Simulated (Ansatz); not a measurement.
Geometry optimisation, Ansatz 0.2.0, RKS LDA/STO-3G.

input.yaml

```yaml
crystal:
  periodic: [false, false, false]
  atoms:
    - { symbol: C, position_ang: [-1.367, -2.0866, -1.3811] }
    - { symbol: Si, position_ang: [-0.7421, -1.0953, 0.0422] }
    - { symbol: C, position_ang: [-0.1642, 0.6069, -0.4928] }
    - { symbol: C, position_ang: [0.4527, 1.527, 0.6411] }
    - { symbol: C, position_ang: [1.741, 1.0927, 1.1806] }
    - { symbol: Cl, position_ang: [0.5252, 3.2047, 0.002] }
    - { symbol: H, position_ang: [-2.2318, -1.5137, -1.8473] }
    - { symbol: H, position_ang: [-0.6144, -2.1704, -2.1708] }
    - { symbol: H, position_ang: [-1.7638, -3.0124, -1.0383] }
    - { symbol: H, position_ang: [0.3884, -1.842, 0.6782] }
    - { symbol: H, position_ang: [-1.797, -0.9276, 1.1015] }
    - { symbol: H, position_ang: [-0.9615, 1.0976, -0.9609] }
    - { symbol: H, position_ang: [0.5974, 0.5078, -1.2583] }
    - { symbol: H, position_ang: [-0.3735, 1.5818, 1.4806] }
    - { symbol: H, position_ang: [2.4948, 1.0363, 0.4117] }
    - { symbol: H, position_ang: [1.6981, 0.1524, 1.6974] }
    - { symbol: H, position_ang: [2.0988, 1.8401, 1.9544] }
basis:
  gaussian: { orbitals: STO-3G }
hamiltonian:
  xc: lda
relax:
  f_tol: 0.015
  max_steps: 40
```

Launched with:

```bash
$ ansatz run input.yaml --threads 1 --pin off --max-ram 2048MiB --backend cpu --events-out ev --progress --plain --runs-dir out
```

**Question.** Where does it end, and by what steps?

**Answer.** It converged. The force dipped under the threshold on the way, but the program's further checks kept it going. Limits of this set-up: minimal basis. After 10 steps the energy has fallen by 0.608 eV; H11 moved furthest, 0.36 Å.

```
step  energy less start (eV)  largest force component (eV/Å)  accepted
   0                  0.0000                           5.351       yes
   1                 -0.5584                           0.975       yes
   2                 -0.5994                           0.210       yes
   3                 -0.6041                           0.069       yes
   4                 -0.6047                           0.016       yes
   5                 -0.6055                           0.013       yes
   6                 -0.6062                           0.078       yes
   7                 -0.6069                           0.033       yes
   8                 -0.6073                           0.008       yes
   9                 -0.6075                           0.014       yes
  10                 -0.6075                           0.010       yes
```

```xyz
17
Properties=species:S:1:pos:R:3
C -1.441 -2.025 -1.328
Si -0.575 -1.099 0.036
C -0.100 0.618 -0.563
C 0.354 1.530 0.585
C 1.645 1.062 1.279
Cl 0.644 3.246 -0.066
H -2.351 -1.498 -1.647
H -0.791 -2.136 -2.206
H -1.733 -3.030 -0.995
H 0.616 -1.818 0.448
H -1.450 -0.960 1.187
H -0.967 1.082 -1.060
H 0.709 0.551 -1.308
H -0.459 1.655 1.332
H 2.461 0.972 0.545
H 1.475 0.074 1.741
H 1.943 1.776 2.062
```

Whether the end is a true minimum wasn't checked by a vibrational analysis.

Run time: 26 s on 1 thread of Intel(R) Xeon(R) Platinum 8488C (Sapphire Rapids), with other jobs on the host, peak memory 0.15 GiB.
